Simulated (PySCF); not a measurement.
# Radial density of Mo²⁵⁺ (molybdenum, charge +25)

TPSSh, [Ne] 3s2 3p5, 2P determinant. All numbers are calculated (PySCF 2.14, the non-relativistic Hamiltonian (point nucleus), in an uncontracted even-tempered set (17 s from 2.9 bohr⁻², ratio 2.5; 11 p from 3.8 bohr⁻², ratio 2.5; 5 d from 19 bohr⁻², ratio 2.7; 4 f from 28 bohr⁻², ratio 2.7)).

| r (bohr) | 4πr²ρ (e/bohr) | 4πr²(ρα − ρβ) |
| --- | --- | --- |
| 0.000493 | 0.1522 | 0.0000 |
| 0.000829 | 0.4185 | 0.0000 |
| 0.00140 | 1.129 | 0.0000 |
| 0.00235 | 2.949 | 0.0001 |
| 0.00395 | 7.295 | 0.0004 |
| 0.00664 | 16.47 | 0.0018 |
| 0.0112 | 31.93 | 0.0100 |
| 0.0188 | 48.30 | 0.0559 |
| 0.0316 | 51.03 | 0.2564 |
| 0.0531 | 44.67 | 0.7973 |
| 0.0894 | 59.39 | 1.1181 |
| 0.150 | 47.81 | 0.0632 |
| 0.253 | 21.08 | 1.8317 |
| 0.425 | 19.94 | 2.7533 |
| 0.716 | 1.413 | 0.1893 |
| 1.20 | 0.003841 | 0.0005 |

A non-relativistic calculation at this Z misses sizeable relativistic shifts. Spin-orbit coupling, absent here, splits the open shell strongly.
